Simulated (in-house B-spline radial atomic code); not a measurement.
Atomic self-consistent-field run: Ce³⁺ (an excited or competing configuration). Method: scalar-relativistic (X2C) PBE, spin-polarised, spherical fractional occupations, Fermi nucleus of rms radius 4.8771 fm. Calculated with a B-spline radial code for spherical atoms.

In the input, 3d5,1 would mean five up and one down electron.

Command:
```bash
python run_scf.py task.json out
```
Settings (nuclear radius in fm, mass in u):
```
Z                58
configuration    1s2 2s2 2p6 3s2 3p6 3d10 4s2 4p6 4d10 5s2 5p6 6p0,1
hamiltonian      x2c
method           pbe,pbe
spin_polarised   True
nucleus          fermi
rms_radius       4.8771
atomic_mass      139.90545
speed_of_light   137.035999084
```

Output (hartree, bohr):
```
 radial grid: 78 intervals, B-splines of order 8, outer radius 51.8919 bohr

 iter        energy (Eh)    residual
    1       -8847.296569    4.73e-01
    2       -8853.024528    4.02e-01
    3       -8857.203119    7.12e-02
    4       -8857.365849    2.20e-02
    5       -8857.371624    7.52e-03
    6       -8857.373516    1.55e-03
    7       -8857.373553    1.20e-04
    8       -8857.373553    1.53e-05
    9       -8857.373553    1.92e-06
   10       -8857.373553    6.44e-08

 total energy                     -8857.37355
 kinetic                            9505.8848
 electron-nucleus                 -21509.4965
 Hartree                            3356.6205
 exchange-correlation               -210.3823

 orbital      occ     eigenvalue          <r>       <r^2>       <1/r>       r_max
 1s up      1.000     -1477.8061    0.0239144 0.000786914     67.1575     0.01495
 1s down    1.000     -1477.8066    0.0239144 0.000786915     67.1575     0.01495
 2s up      1.000      -237.7635     0.104633   0.0129804     15.3839     0.08896
 2s down    1.000      -237.7638     0.104633   0.0129804     15.3839     0.08896
 2p up      3.000      -213.3330    0.0920104   0.0103495      13.923     0.07129
 2p down    3.000      -213.3335    0.0920103   0.0103495      13.923     0.07129
 3s up      1.000       -52.3100     0.278362   0.0886704     5.48074      0.2549
 3s down    1.000       -52.3104     0.278362    0.088671     5.48074      0.2549
 3p up      3.000       -44.5136     0.276326   0.0886028     5.05588      0.2493
 3p down    3.000       -44.5141     0.276326   0.0886034     5.05588      0.2493
 3d up      5.000       -33.3118     0.253667   0.0758595     4.76057      0.2053
 3d down    5.000       -33.3123     0.253668   0.0758603     4.76056      0.2053
 4s up      1.000       -11.6495     0.635511    0.455599      2.2623      0.5928
 4s down    1.000       -11.6504     0.635519    0.455618     2.26232      0.5928
 4p up      3.000        -9.0882     0.671504    0.512401     2.05961      0.6181
 4p down    3.000        -9.0892     0.671532    0.512456     2.05957      0.6181
 4d up      5.000        -5.3693     0.737227    0.629199     1.79601        0.65
 4d down    5.000        -5.3705      0.73733      0.6294     1.79582        0.65
 5s up      1.000        -2.6075      1.46357     2.39545    0.915731       1.347
 5s down    1.000        -2.6120      1.46464     2.39959    0.915168       1.347
 5p up      3.000        -1.9227      1.64942     3.05559    0.796489       1.495
 5p down    3.000        -1.9282      1.65268      3.0695    0.795141       1.495
 6p down    1.000        -0.6989      3.75382     15.6232    0.340905       3.555
```

Time taken, with all properties: 0.2 s on 1 thread of Arm Neoverse V1, on a shared host.

One-electron X2C: radii and densities carry no picture-change correction, so inner-shell <1/r> comes out high (for 1s by about 2 % at Z = 33, 5 % at 54, 10 % at 75, 30 % at 118) and <r> low.
